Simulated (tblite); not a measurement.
Species: C₄H₁₁O₄P.
SMILES with atom numbers: `[CH3:1][CH2:2][O:3][P:4](=[O:5])([O:6][CH3:7])[O:8][CH3:9]` (hydrogens: H10, H11, H12 on C1; H13, H14 on C2; H15, H16, H17 on C7; H18, H19, H20 on C9)

Computed with GFN2-xTB (tblite), gas phase: L-BFGS steps from a force-field or distance-geometry start until the largest atomic force falls under 0.01 eV/Å.

Step 44: E = -900.4510 eV
```
atom  x, y, z in Å  |  force x, y, z in eV/Å
C1     -3.0281   -0.7736   -0.4159    0.043   0.043   0.033
C2     -1.6627   -0.2196   -0.0350    0.018  -0.006  -0.078
O3     -0.7235   -0.5537   -1.0572   -0.051  -0.035  -0.062
P4      0.7343    0.0668   -1.0248    0.036  -0.074   0.001
O5      1.5354   -0.3523   -2.1652    0.032   0.034   0.098
O6      0.4565    1.6320   -0.8221   -0.011  -0.041   0.110
C7      1.3521    2.4015   -0.0372    0.045   0.026  -0.009
O8      1.3426   -0.3051    0.4358    0.009  -0.050  -0.062
C9      1.9737   -1.5690    0.5611   -0.047   0.031  -0.015
H10    -3.7506   -0.4525    0.3301   -0.048  -0.046  -0.026
H11    -3.0147   -1.8609   -0.4593    0.067   0.068   0.028
H12    -3.3301   -0.3991   -1.3919    0.062   0.019   0.065
H13    -1.6929    0.8717    0.0474   -0.100  -0.059   0.082
H14    -1.3150   -0.6399    0.9183   -0.079   0.045  -0.072
H15     1.2234    2.1782    1.0230   -0.025  -0.005  -0.001
H16     2.3847    2.1940   -0.3134    0.057   0.033  -0.049
H17     1.1167    3.4467   -0.2256   -0.021   0.047  -0.054
H18     1.3432   -2.3577    0.1445    0.034   0.008   0.039
H19     2.9311   -1.5735    0.0329   -0.084   0.014   0.058
H20     2.1186   -1.7230    1.6322    0.060  -0.051  -0.085
```

Step 45: E = -900.4553 eV
```
atom  x, y, z in Å  |  force x, y, z in eV/Å
C1     -3.0316   -0.7836   -0.4222    0.021   0.048   0.032
C2     -1.6706   -0.2247   -0.0347    0.030  -0.010  -0.094
O3     -0.7291   -0.5453   -1.0588   -0.025  -0.034  -0.067
P4      0.7277    0.0751   -1.0131    0.063  -0.078   0.006
O5      1.5357   -0.3319   -2.1540    0.027   0.033   0.149
O6      0.4505    1.6391   -0.7995   -0.045  -0.027   0.114
C7      1.3675    2.4092   -0.0397    0.043  -0.005  -0.022
O8      1.3253   -0.3090    0.4515    0.046  -0.139  -0.146
C9      1.9700   -1.5697    0.5626   -0.030   0.015  -0.005
H10    -3.7577   -0.4558    0.3160   -0.081  -0.042   0.001
H11    -3.0234   -1.8709   -0.4596    0.095   0.062   0.040
H12    -3.3290   -0.4166   -1.4020    0.069   0.039   0.048
H13    -1.7045    0.8659    0.0533   -0.118  -0.058   0.090
H14    -1.3214   -0.6488    0.9165   -0.080   0.045  -0.077
H15     1.2607    2.1903    1.0240   -0.024   0.012  -0.005
H16     2.3909    2.1902   -0.3392    0.077   0.040  -0.045
H17     1.1374    3.4559   -0.2299   -0.028   0.019  -0.045
H18     1.3403   -2.3693    0.1580    0.062   0.099   0.068
H19     2.9198   -1.5683    0.0160   -0.154   0.033   0.096
H20     2.1363   -1.7209    1.6326    0.052  -0.050  -0.138
```

Step 46: E = -900.4637 eV
```
atom  x, y, z in Å  |  force x, y, z in eV/Å
C1     -3.0390   -0.8035   -0.4348   -0.036   0.048   0.022
C2     -1.6872   -0.2352   -0.0353    0.043  -0.008  -0.105
O3     -0.7409   -0.5280   -1.0629    0.021  -0.021  -0.065
P4      0.7140    0.0919   -0.9886    0.089  -0.055   0.002
O5      1.5376   -0.2877   -2.1290    0.022   0.022   0.219
O6      0.4361    1.6529   -0.7502   -0.030   0.026   0.155
C7      1.4004    2.4237   -0.0451    0.034  -0.090  -0.055
O8      1.2907   -0.3190    0.4801    0.106  -0.258  -0.251
C9      1.9619   -1.5705    0.5656    0.016  -0.028   0.021
H10    -3.7737   -0.4630    0.2866   -0.127  -0.039   0.037
H11    -3.0383   -1.8908   -0.4586    0.133   0.046   0.056
H12    -3.3240   -0.4517   -1.4227    0.070   0.069   0.012
H13    -1.7319    0.8529    0.0678   -0.134  -0.042   0.090
H14    -1.3372   -0.6671    0.9113   -0.058   0.030  -0.068
H15     1.3387    2.2142    1.0261   -0.009   0.051  -0.069
H16     2.4050    2.1814   -0.3933    0.026   0.057  -0.017
H17     1.1800    3.4734   -0.2401   -0.037  -0.057  -0.021
H18     1.3353   -2.3908    0.1872    0.092   0.231   0.106
H19     2.8938   -1.5573   -0.0173   -0.246   0.060   0.147
H20     2.1735   -1.7151    1.6311    0.025  -0.042  -0.216
```

Step 47: E = -900.4751 eV
```
atom  x, y, z in Å  |  force x, y, z in eV/Å
C1     -3.0429   -0.8184   -0.4444   -0.090   0.042  -0.004
C2     -1.7012   -0.2403   -0.0382    0.042   0.009  -0.071
O3     -0.7537   -0.5051   -1.0708    0.093   0.015  -0.045
P4      0.7042    0.1025   -0.9594    0.091  -0.016  -0.001
O5      1.5489   -0.2515   -2.0926    0.037  -0.021   0.227
O6      0.4329    1.6612   -0.7010   -0.121   0.035   0.122
C7      1.4273    2.4438   -0.0540   -0.007  -0.109  -0.070
O8      1.2501   -0.3436    0.5124    0.160  -0.334  -0.318
C9      1.9527   -1.5814    0.5682    0.061  -0.066   0.046
H10    -3.7853   -0.4751    0.2643   -0.186  -0.019   0.096
H11    -3.0436   -1.9040   -0.4627    0.159  -0.018   0.065
H12    -3.3178   -0.4743   -1.4349    0.035   0.101  -0.080
H13    -1.7620    0.8440    0.0852   -0.121  -0.004   0.060
H14    -1.3513   -0.6788    0.9028    0.003  -0.006  -0.029
H15     1.4029    2.2464    1.0210    0.026   0.111  -0.065
H16     2.4137    2.1911   -0.4411    0.069   0.032  -0.014
H17     1.2059    3.4927   -0.2653   -0.047  -0.137   0.038
H18     1.3392   -2.4231    0.2105    0.065   0.314   0.115
H19     2.8644   -1.5487   -0.0459   -0.257   0.089   0.140
H20     2.2105   -1.7266    1.6237   -0.013  -0.018  -0.212
```

Question: Estimate the geometry and energy of step 48. (The exact step hangs on the optimiser's Hessian estimate; all steps are aligned on step 47, rigid shifts and turns removed.)

Answer: E = -900.4834 eV, largest force 0.488 eV/Å
```
atom  x, y, z in Å  |  force x, y, z in eV/Å
C1     -3.0569   -0.8505   -0.4653   -0.172   0.043  -0.039
C2     -1.7298   -0.2572   -0.0413    0.040   0.051  -0.052
O3     -0.7722   -0.4739   -1.0776    0.079   0.039   0.014
P4      0.6815    0.1312   -0.9194    0.116   0.079  -0.064
O5      1.5572   -0.1718   -2.0465   -0.028  -0.031   0.308
O6      0.4025    1.6829   -0.6107    0.343   0.206   0.280
C7      1.4831    2.4596   -0.0648   -0.054  -0.342  -0.121
O8      1.1987   -0.3665    0.5452    0.189  -0.318  -0.290
C9      1.9398   -1.5809    0.5738    0.154  -0.135   0.064
H10    -3.8178   -0.4862    0.2157   -0.157  -0.059   0.039
H11    -3.0581   -1.9371   -0.4558    0.151   0.018   0.061
H12    -3.3015   -0.5297   -1.4724    0.008   0.081  -0.054
H13    -1.8173    0.8207    0.1157   -0.089   0.011   0.012
H14    -1.3829   -0.7095    0.8917    0.085  -0.042   0.004
H15     1.5361    2.2830    1.0222    0.029   0.135  -0.381
H16     2.4386    2.1700   -0.5333   -0.338   0.075   0.158
H17     1.2764    3.5135   -0.2820   -0.061  -0.264   0.061
H18     1.3327   -2.4481    0.2640    0.080   0.361   0.123
H19     2.8130   -1.5290   -0.0958   -0.290   0.077   0.174
H20     2.2719   -1.7096    1.6143   -0.086   0.016  -0.296
```

The energy changes by -0.0083 eV. The first-order estimate −F·Δx gives -0.0240 eV and the mean of the old and new forces, exact on a quadratic surface, -0.0046 eV. The step makes an angle of 85° with the force vector and moves no atom by more than 0.138 Å.

What follows is the cost of the whole relaxation. The run took 0.95 s on one thread, Arm Neoverse V1 (aarch64), on a shared host.
